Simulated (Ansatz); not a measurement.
HgCl2, relaxed as a quintet with UKS PBE0-D4/def2-TZVP in Ansatz, starting from the PBE0-D4/def2-TZVP geometry of the neutral singlet. Force threshold 0.02 eV/Å.

In the def2 sets Hg takes a core potential; there is no spin–orbit coupling. The relaxation made no stability test and no search for a lower SCF solution. At PBE0-D4/def2-TZVP a singlet of charge 0 lies 9.37 eV below the quintet, each at its own geometry. The structure comes from a short search, and lower isomers may exist.

Start:

```
atom    x (Å)    y (Å)    z (Å)
 Hg1   0.0004   0.0006  -0.0005
 Cl2  -1.8061   1.3525   0.0440
 Cl3   1.8057  -1.3531  -0.0436
```

(1) Estimate the energy that the relaxation releases and the steps that it takes.

(2) Does the start keep its bonding and symmetry?

(3) Predict the relaxed structure.

Answers

(1) 1.94 eV, in 5 steps; 30 s on 4 threads of Arm Neoverse V2 on a shared host. No frequencies were taken in this run, so the end may be a saddle point.

(2) Bonds lost: Hg1–Cl2, Hg1–Cl3 (atoms count from 1). Point group D∞h at the start, D∞h at the end, both within 0.05 Å.

(3) 
```csv
atom,x (Å),y (Å),z (Å)
Hg1,0.000,0.000,0.000
Cl2,-2.400,1.797,0.058
Cl3,2.400,-1.797,-0.058
```
Bond lengths: .
